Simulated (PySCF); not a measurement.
C2H4FNOSi, SMILES C[Si@@H](F)OC#N. Heavy atoms are numbered as in [CH3:1][Si@@H:2]([F:3])[O:4][C:5]#[N:6]. Hydrogens are named by the atom that carries them.

Coordinates come from a PBE0-D3(BJ)/def2-SVP optimisation. The structure was generated by enumeration; whether it is a known compound was not checked. The values are those of a single conformer.

Computed with PySCF with B3LYP/pcSseg-1.

GIAO shieldings, no solvent; atoms alike by connectivity are averaged. δ = σ(ref) − σ: ¹³C against TMS (σ = 181.3 ppm); ²⁹Si against TMS (σ = 338.7 ppm); ¹⁹F against CFCl3 (σ = 161.7 ppm); ¹⁷O against H2O (σ = 333.8 ppm); ¹⁵N against NH3 (σ = 265.5 ppm); ¹H against TMS (σ = 31.68 ppm), references at their B3LYP-D3(BJ)/def2-TZVP geometries, non-relativistic.

```
nucleus      atoms  count  δ (ppm)
-------  ---------  -----  -------
¹³C             C5      1    114.5
¹³C       C1 (CH3)      1     -0.6
²⁹Si     Si2 (SiH)      1      3.4
¹⁹F             F3      1   -160.5
¹⁷O             O4      1     82.8
¹⁵N             N6      1    191.2
¹H        H on Si2      1     5.35
¹H         H on C1      3     0.75
```
